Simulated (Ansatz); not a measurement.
`[F][In]([F])[O][SiH3]` + `N=[CH][SnH3]` → `[SiH3]/N=[CH]\[SnH3]` + `[OH][In]([F])[F]`  (ligand exchange at the Si–O bond)

Calculated with Ansatz (gas phase, PBE0-D4/def2-TZVP geometries, no zero-point term in ΔE). CCSD(T)/CBS is the MP2 limit (def2-TZVPP, def2-QZVPP) plus CCSD(T) − MP2 in def2-TZVPP, frozen cores. Functionals use def2-TZVPP. B3LYP here is the variant with VWN-RPA as its local correlation; programs differ in this. def2 core potentials past Kr. For In, Sn outer-core shells are correlated without core-valence functions, which leaves a few kJ/mol of doubt a bond. Each species was taken in one conformer, which may not be the lowest.

| level | ΔE (eV) |
| --- | --- |
| B3LYP-D4 | 0.57 |
| ωB97M-V | 0.64 |
| HF/def2-TZVPP | 0.90 |
| MP2/def2-TZVPP | 0.65 |

(1) What does CCSD(T)/CBS give? (Best estimate.)

Largest T1 diagnostic among the species: 0.018.

Answers

(1) Computed: +0.66 eV. The listed levels differ from it by -0.09, -0.02, 0.24, -0.01 eV.

The D4 term adds −0.06 eV with B3LYP and −0.03 eV with PBE0; it sums over pairs of atoms, weighted by their polarisabilities, and B3LYP, whose exchange is more repulsive, gets the larger term. In def2-TZVPP, CCSD(T) changes the Hartree–Fock value by −0.22 eV (the triples alone add −0.05 eV) and MP2 by −0.24 eV. From PBE to PBE0 (25 % exact exchange), in def2-TZVPP and without D4, ΔE moves by +0.10 eV.
